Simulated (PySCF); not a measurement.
**Si: excitation energy**

Si [Ne] 3s2 3p2 (3P) → Si [Ne] 3s2 3p1 4s1 (3P), as a difference of total energies. All numbers are calculated (PySCF 2.14, scalar relativity by spin-free X2C-1e, in aug-cc-pCVQZ-DK). Correlated levels: valence: [Ne] frozen; valence and next inner shell: 1s2 frozen; nothing frozen. The calculations carry no spin-orbit coupling.

| method | excitation energy (eV) |
| --- | --- |
| UHF | 4.741 |
| LDA | 4.880 |
| PBE | 4.885 |
| PBE0 | 4.965 |
| r2SCAN | 5.165 |
| M06 | 4.800 |
| TPSS | 5.027 |
| r2SCAN0 | 5.140 |
| MP2 (valence) | 4.976 |
| SCS-MP2 (valence) | 4.938 |
| MP2 (valence and next inner shell) | 4.962 |
| SCS-MP2 (valence and next inner shell) | 4.929 |
| MP2 (all electrons) | 4.964 |
| SCS-MP2 (all electrons) | 4.930 |

How much does correlation contribute at MP2 (all electrons)?

4.964 − (4.741) = 0.223 eV, measured against UHF.

The promoted electron is Rydberg-like, and one or two diffuse shells describe it only roughly, which tends to raise the upper state.
